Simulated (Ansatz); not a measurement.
`[F][AlH][SbH2]` + HI → `[SbH2][I]` + `[F][AlH2]`  (cleavage of the Sb–Al bond)

Calculated with Ansatz (gas phase, PBE0-D4/def2-TZVP geometries, no zero-point term in ΔE). CBS: MP2 limit from def2 TZ/QZ plus the TZ coupled-cluster correction, frozen cores. This one scheme is used for every species. DFT in def2-TZVPP. Elements past krypton have def2 core potentials. For I, Sb outer-core shells are correlated without core-valence functions, which leaves a few kJ/mol of doubt a bond.

CCSD(T)/CBS gives -6.3 kcal/mol.

(1) Another level gave -6.3 kcal/mol. Which?
A. ωB97X-V/def2-TZVPP
B. BLYP/def2-TZVPP
C. PBE-QIDH/def2-TZVPP
D. B97M-V/def2-TZVPP

Largest T1 diagnostic among the species: 0.014.

Answers

(1) A. ωB97X-V -6.3, PBE-QIDH -4.9, B97M-V -8.5, BLYP -7.3 kcal/mol.

At CCSD(T), def2-SVP lies +1.9 kcal/mol from the extrapolated value and def2-TZVPP +2.5 kcal/mol. Leaving LDA and LC-ωPBE aside and taking each functional with its dispersion term where it has one, the values, not all of them listed here, spread over 3.6 kcal/mol, from B97M-V to PBE-D4. LDA lies +2.4 kcal/mol from PBE without D4.
